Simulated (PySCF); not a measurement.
# RuH₂, triplet: data card

Method: UPBE0/[Ru def2-TZVP with ECP28, H def2-TZVP], scalar-relativistic core potentials, density fitting, no spin–orbit coupling, PySCF.

The structure is a minimum.

| Quantity | Value |
| --- | --- |
| Point group | C2v |
| Bond lengths | Ru–H 1.559 Å (×2) |
| Bond angles | H–Ru–H 75.0° |
| Rotational symmetry number | 2 |
| Zero-point energy | 29.3 kJ/mol |
| Atomisation energy without zero-point energy | 519 kJ/mol |
| Heat capacity Cp at 298.15 K | 37.0 J/(mol K) |
| Enthalpy at 298.15 K above 0 K | 10.24 kJ/mol |
| Principal polarisabilities | 36.4, 38.4, 40.9 bohr³ |
| Entropy at 298.15 K and 1 bar (electronic part: spin only) | 233.7 J/(mol K) |
| Principal quadrupole moments (Buckingham, traceless) about the centre of mass | -0.52, -0.34, 0.86 D Å |
| Highest occupied level (β) | -5.75 eV |
| Spin squared ⟨S²⟩ | 2.014 |
| Rotational constants | 9.282, 5.572, 3.482 cm⁻¹ |
| Lowest empty level (β) | -1.96 eV |
| Dipole moment | 2.85 D |

Harmonic modes (masses in u: Ru 101.904, H 1.008):
```json
{"symmetry": "a1", "ω (cm⁻¹)": "674", "IR (km/mol)": "0.0", "μ (u)": "1.01", "type": "bend"}
{"symmetry": "b2", "ω (cm⁻¹)": "2083", "IR (km/mol)": "150", "μ (u)": "1.02", "type": "stretch"}
{"symmetry": "a1", "ω (cm⁻¹)": "2148", "IR (km/mol)": "62.2", "μ (u)": "1.02", "type": "stretch"}
```

In C2v the vibrations span 2a1 + b2. Here b1 is antisymmetric to the molecular plane and b2 lies in it.

Charges (e):
| atom | Mulliken | Löwdin | polar tensor | spin (Mulliken) | Mayer order to Ru1 |
| --- | --- | --- | --- | --- | --- |
| Ru1 | 0.02 | 0.03 | 0.47 | 2.16 | – |
| H2,3 | -0.01 | -0.01 | -0.24 | -0.08 | 0.97 |

Mulliken populations on Ru1 (electrons outside its core potential): s 2.68, p 6.09, d 7.20, f 0.00.

Formally Ru is in oxidation state +2, d6, with 2 unpaired electrons (the high-spin count would be 4). The Mulliken spin on Ru is 2.16. The polar-tensor charge on Ru, 0.47, is far below the formal one.

Other isomers or separated fragments may lie lower. Open d and f shells are described by one determinant, and the ground state may have another occupation or spin.

The final relaxation and frequency run took of the order of 60 core-seconds on a shared host.
